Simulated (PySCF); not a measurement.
**Spinor energies of Eu²⁸⁺ (europium, charge +28)**

Start: [Ar] 3d10 4s2 4p5; 4p1/2 filled at m_j = +1/2; 4p3/2 filled at m_j = -3/2, -1/2, +1/2, +3/2. Calculated with PySCF 2.14 in an uncontracted even-tempered set (17 s from 2.4 bohr⁻², ratio 2.8; 14 p from 3.1 bohr⁻², ratio 2.8; 8 d from 5.6 bohr⁻², ratio 2.8; 4 f from 17 bohr⁻², ratio 3): generalised Hartree-Fock with the X2C-1e Hamiltonian and a Gaussian nucleus; one run each with spin-orbit coupling (SO) screened by Boettger's factors, then bare. This is a chosen level, not necessarily the ground level.

```
spinor shell  electrons  ε, screened SO (eV)  ε, bare SO (eV)  weight of nominal j (bare SO)  rms radius, bare SO (bohr)
       1s1/2          2             -49735.6         -49735.0                          1.000                      0.0254
       2s1/2          2              -9101.1          -9101.0                          1.000                       0.103
       2p1/2          2              -8669.6          -8686.6                          1.000                      0.0879
       2p3/2          4              -8017.4          -8011.2                          1.000                      0.0944
       3s1/2          2              -2775.5          -2775.4                          1.000                       0.263
       3p1/2          2              -2588.4          -2592.0                          1.000                       0.254
       3p3/2          4              -2450.5          -2449.2                          1.000                       0.267
       3d3/2          4              -2134.8          -2138.3                          1.000                       0.238
       3d5/2          6              -2105.1          -2102.9                          1.000                       0.242
       4s1/2          2              -1197.3          -1197.3                          1.000                       0.557
       4p1/2          1              -1120.5          -1121.6                          1.000                       0.563
       4p3/2          4              -1076.8          -1076.5                          1.000                       0.588
```

```json
{"quantity": "E (hartree)", "screened SO": "-10453.32425", "bare SO": "-10453.78158"}
{"quantity": "M_J", "screened SO": "1/2", "bare SO": "1/2"}
{"quantity": "⟨J²⟩", "screened SO": "0.752", "bare SO": "0.752"}
{"quantity": "⟨L²⟩", "screened SO": "2.037", "bare SO": "2.040"}
{"quantity": "⟨S²⟩", "screened SO": "0.783", "bare SO": "0.786"}
```

Each row is a mean over spinors that exchange with the open shell spreads, by up to 5.137 eV (3p1/2).

Breit and QED terms are absent; they matter most for the inner s and p1/2 levels.

Densities and radii are taken from the X2C orbitals without a picture-change correction, which distorts them close to the nucleus.
